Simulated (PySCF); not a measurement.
C5H9Br (SMILES CC(C)/C=C\Br), singlet, geometry from GFN2-xTB. Base run: DF-PBE/def2-SV(P) run with PySCF.

Here is a job for PySCF.
```python
from pyscf import gto, scf, dft

mol = gto.Mole()
mol.atom = '''
    C    -1.58653669   -1.67341678   -0.04140791
    C    -1.34537402   -0.72196369   -1.21697968
    C    -1.99700989    0.63991802   -0.95999658
    C     0.12165239   -0.58443350   -1.52617318
    C     1.09892482   -0.11158794   -0.77207513
    Br    0.94228553    0.56176991    0.99367536
    H    -2.65412512   -1.83668796    0.08512234
    H    -1.10938495   -2.63400708   -0.22506364
    H    -1.19449334   -1.26258740    0.88389606
    H    -1.82056420   -1.15801812   -2.10278101
    H    -1.61277262    1.09474069   -0.05216165
    H    -3.07178552    0.51715228   -0.84955039
    H    -1.81002576    1.31464720   -1.79301182
    H     0.42248460   -0.92206849   -2.51088632
    H     2.12073363   -0.06621470   -1.11440639
'''
mol.basis = 'def2-sv(p)'
mol.verbose = 4
mol.max_memory = 1800
mol.build()

mf = dft.RKS(mol)
mf.xc = 'pbe'
mf = mf.density_fit(auxbasis='def2-universal-jkfit')
mf.kernel()
```

All variants below ran on the same shared machine, one core each. Differences are taken from the largest basis of the def2 family in the series, which isn't the basis-set limit (def2-TZVPP: -2769.492129 Eh). The cheapest run took very roughly 16 core-seconds.

```
setting     basis functions  cost, times the cheapest (rough)  difference in total energy (mEh)
----------  ---------------  --------------------------------  --------------------------------
def2-SV(P)              120                                 1                            550.57
def2-SVP                147                                 2                            529.15
def2-TZVP               257                                 3                              3.23
def2-TZVPP              329                                 4                         reference
```

Times come from a shared machine, hold the start-up and are rough. Total energies converge more slowly with the basis than energy differences do.
